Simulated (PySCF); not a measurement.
Gas-phase reaction: 2 InCH₃ + 2 C₄H₁₀ (n-butane) ⇌ 2 In(CH₃)₃ + C₄H₈ (cyclic)

Computed with PySCF and rigid-rotor harmonic-oscillator thermochemistry at 1 bar. S°(298 K) at PBE0/def2-TZVP differs from the NASA 1993 table for C₄H₁₀ (n-butane) (-9 J/mol/K); whether the harmonic model or the table's entry is off was not settled. † marks an energy on the PBE0/def2-TZVP geometry and frequencies; other levels use their own. MP2 and CCSD(T) freeze the core. All species are closed-shell singlets. B3LYP is the form with VWN-RPA correlation. In: scalar-relativistic def2 core potential, no spin-orbit coupling. Methyl groups turn as free rotors in In(CH₃)₃. InCH₃: computed as isolated molecules; such fragments, hydroxides, amides, oligomers or adducts are transient or little studied in the gas. MP2 isn't extrapolated to the basis-set limit; its ΔH°(298 K) is 130.7 kJ in def2-SVP and 89.4 kJ in def2-TZVPP. CCSD(T) isn't extrapolated to the basis-set limit. The harmonic model lacks anharmonicity and excited electronic states, which grow with temperature; levels with a mode under 35 cm⁻¹ are left out. Internal rotation in C₄H₁₀ (n-butane) is treated as a harmonic vibration of one conformer, which makes the entropy rough. Soft modes under 120 cm⁻¹ make the harmonic entropy rough for In(CH₃)₃.

```json
[
 {"level": "B3LYP/def2-TZVP†", "ΔE electronic, kJ": "190", "ΔH°(298 K), kJ": "166", "ΔS°(298 K), J/K": "-115", "ΔG°(1800 K), kJ": "355"},
 {"level": "CCSD(T)/def2-SVP†", "ΔE electronic, kJ": "192", "ΔH°(298 K), kJ": "168", "ΔS°(298 K), J/K": "-115", "ΔG°(1800 K), kJ": "357"},
 {"level": "HF/def2-TZVP†", "ΔE electronic, kJ": "204", "ΔH°(298 K), kJ": "180", "ΔS°(298 K), J/K": "-115", "ΔG°(1800 K), kJ": "369"},
 {"level": "MP2/def2-SVP†", "ΔE electronic, kJ": "155", "ΔH°(298 K), kJ": "131", "ΔS°(298 K), J/K": "-115", "ΔG°(1800 K), kJ": "320"},
 {"level": "PBE/def2-SVP", "ΔE electronic, kJ": "182", "ΔH°(298 K), kJ": "159", "ΔS°(298 K), J/K": "-110", "ΔG°(1800 K), kJ": "338"},
 {"level": "PBE/def2-TZVP†", "ΔE electronic, kJ": "150", "ΔH°(298 K), kJ": "126", "ΔS°(298 K), J/K": "-115", "ΔG°(1800 K), kJ": "315"},
 {"level": "PBE0/def2-SVP†", "ΔE electronic, kJ": "176", "ΔH°(298 K), kJ": "152", "ΔS°(298 K), J/K": "-115", "ΔG°(1800 K), kJ": "341"},
 {"level": "PBE0/def2-TZVP", "ΔE electronic, kJ": "144", "ΔH°(298 K), kJ": "120", "ΔS°(298 K), J/K": "-115", "ΔG°(1800 K), kJ": "309"},
 {"level": "r2SCAN/def2-TZVP†", "ΔE electronic, kJ": "133", "ΔH°(298 K), kJ": "109", "ΔS°(298 K), J/K": "-115", "ΔG°(1800 K), kJ": "298"},
 {"level": "LDA/def2-TZVP†", "ΔE electronic, kJ": "116", "ΔH°(298 K), kJ": "91", "ΔS°(298 K), J/K": "-115", "ΔG°(1800 K), kJ": "281"},
 {"level": "ωB97X-V/def2-TZVP†", "ΔE electronic, kJ": "119", "ΔH°(298 K), kJ": "95", "ΔS°(298 K), J/K": "-115", "ΔG°(1800 K), kJ": "284"}
]
```
ΔH° is lowest at LDA/def2-TZVP† and highest at HF/def2-TZVP†. No reference value is set beside these.
